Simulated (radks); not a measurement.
Task: Spherical quantum dot in the effective-mass picture: electrons in a parabolic well V = omega^2 r^2 / 2 with omega = 0.184, with a point charge +1 (a donor) at the centre, all in effective atomic units (hartree* = m*/eps^2 hartree, bohr* = eps/m* bohr), one dielectric constant everywhere. Calculated with a radial shooting solver with Libxc functionals: non-relativistic Kohn-Sham, LDA (Slater exchange, Perdew-Wang correlation), spin-polarised, spherical densities. Levels are named by radial order and angular momentum (1s, 1p, 1d, 2s, ...), and open shells are averaged over m. Results are scaled to m* = 0.387 and eps = 8, for which hartree* = 164.5 meV and bohr* = 1.094 nm. At N = 40 the configuration is 1s2 1p6 1d10 2s2 1f14 2p6. Does electron 41 go into 1g up or 3s up?

Result: Into 1g up. The total energies of the other choices lie higher by 0.813 meV (3s up).
